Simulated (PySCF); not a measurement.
A species of formula C6H10FN has this rotational fingerprint, computed with PBE0/def2-SVPD in PySCF (dipole) on a GFN2-xTB geometry, gas phase:

* Rotational constants: A = 2317, B = 1574, C = 1354 MHz
* Dipole components: |μa| = 3.21 D, |μb| = 1.69 D, |μc| = 0.95 D
* Inertial defect: -166.00 u·Å²
* κ: -0.54

Question: Which structure is it? (One computed conformer of each.)
A. `[CH2:1]=[C:2]([CH3:3])/[C:4]([F:5])=[CH:6]\[CH2:7][NH2:8]` with C1–C2–C4–F5 -3°, C4–C6–C7–N8 110°, C6–C7–N8–H -60° and 58°
B. `[CH3:1][CH2:2][C:3]1=[N:4][CH2:5][C@H:6]([F:7])[CH2:8]1` with C1–C2–C3–N4 -10°
C. `[CH3:1][CH2:2][C@@H:3]([CH3:4])[C@@H:5]([F:6])[C:7]#[N:8]` with C1–C2–C3–C4 176°, C2–C3–C5–F6 177°
D. `[H]/[N:1]=[C:2]1\[CH2:3][CH2:4][CH2:5][CH2:6][C@@H:7]1[F:8]` with N1–C2–C3–C4 118°, C2–C3–C4–C5 57°, C3–C4–C5–C6 -58°, C4–C5–C6–C7 57°

Answer: C. It is CC[C@@H](C)[C@@H](F)C#N, an asymmetric top, point group C1. The candidates at the same level (rigid rotor, commonest isotopes):

| SMILES | A (MHz) | B (MHz) | C (MHz) | μa (D) | μb (D) | μc (D) | Δ (u·Å²) | point group | rotor |
| --- | --- | --- | --- | --- | --- | --- | --- | --- | --- |
| CCC1=NC[C@H](F)C1 | 5065 | 1202 | 1056 | 0.61 | 1.39 | 1.52 | -42.01 | C1 | near-prolate asymmetric top |
| C=C(C)/C(F)=C\CN | 3082 | 1332 | 993.0 | 0.03 | 0.88 | 0.09 | -34.50 | C1 | asymmetric top |
| CC[C@@H](C)[C@@H](F)C#N | 2317 | 1574 | 1354 | 3.21 | 1.69 | 0.95 | -166.00 | C1 | asymmetric top |
| [H]/N=C1\CCCC[C@@H]1F | 2541 | 2215 | 1583 | 1.82 | 2.00 | 0.20 | -107.74 | C1 | asymmetric top |

`[H]/N=C1\CCCC[C@@H]1F` has B 41 % too high; `C=C(C)/C(F)=C\CN` has A 33 % too high; `CCC1=NC[C@H](F)C1` has A 119 % too high. No structure here is proved a minimum.
